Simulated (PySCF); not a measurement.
## Level sweep

Lithium bromide, LiBr.
Numbering: `[Li:1][Br:2]`

Geometry (PBE0-D3(BJ)/def2-SVP, Å), atoms numbered from 1 in this order:
```
atom  x, y, z in Å
Li1    1.083   -0.006   -0.005
Br2   -1.078    0.009   -0.023
```

PySCF, dipoles from the SCF density, polarisabilities from static response with core orbitals frozen. Geometry: PBE0-D3(BJ)/def2-SVP; no solvent, vibrations or thermal averaging. The LDA/def2-SVPD calculation is non-relativistic and has no spin–orbit coupling, an omission that weighs most on bromine.

Problem. Compare the levels for these properties.

Solution. 

| level | μ (D) | error (%) | α (Å³) | anisotropy (Å³) |
| --- | --- | --- | --- | --- |
| LDA/def2-SVPD | 6.956 | -3.7 | 5.61 | 0.68 |
| PBE/def2-SVPD | 6.948 | -3.8 | 5.66 | 0.70 |
| B3LYP/def2-SVPD | 7.070 | -2.2 | 5.41 | 0.62 |
| PBE0/def2-SVPD | 7.135 | -1.3 | 5.24 | 0.52 |
| BHandHLYP/def2-SVPD | 7.235 | +0.1 | 5.03 | 0.47 |
| CAM-B3LYP/def2-SVPD | 7.154 | -1.0 | 5.19 | 0.52 |
| wB97X-D/def2-SVPD | 7.326 | +1.4 | 5.15 | 0.37 |
| LC-wPBE/def2-SVPD | 7.276 | +0.7 | 4.93 | 0.36 |
| HF/def2-SVPD | 7.484 | +3.6 | 4.73 | 0.28 |
| PBE0/def2-SVP | 6.929 | -4.1 | 3.58 | 1.92 |
| PBE0/6-31G* | 7.078 | -2.0 | 4.05 | 1.70 |
| PBE0/def2-TZVP | 7.119 | -1.5 | 4.48 | 1.24 |

Reference dipole: 7.226 D (measured, gas; NIST CCCBDB Release 22 (SRD 101), experimental dipoles). Reference dipole: 7.226 D (measured, gas; Liu, Meijer, Perez-Rios, Phys. Chem. Chem. Phys. 22 (2020) 24191). Errors are taken against the first value of each kind. The anisotropy is √(½[(α1 − α2)² + (α2 − α3)² + (α3 − α1)²]). For the dipole, the smallest error is 0.1% (BHandHLYP/def2-SVPD) and the largest 4.1% (PBE0/def2-SVP). The dipole runs from 6.93 D (PBE0/def2-SVP) to 7.48 D (HF/def2-SVPD). No reference polarisability is at hand; against PBE0 in the largest diffuse basis at hand (def2-SVPD) the other PBE0 rows deviate by def2-SVP -32%, 6-31G* -23%, def2-TZVP -14%. In one basis (def2-SVPD) the functionals order the polarisability from HF (lowest) to PBE (highest), a spread of 20%. With PBE0 the polarisability is 4.04 Å³ without diffuse functions (mean of def2-SVP, 6-31G* and def2-TZVP) and 5.24 Å³ with them (def2-SVPD). Measured values can belong to vibrating molecules; the computed ones are for one fixed geometry.
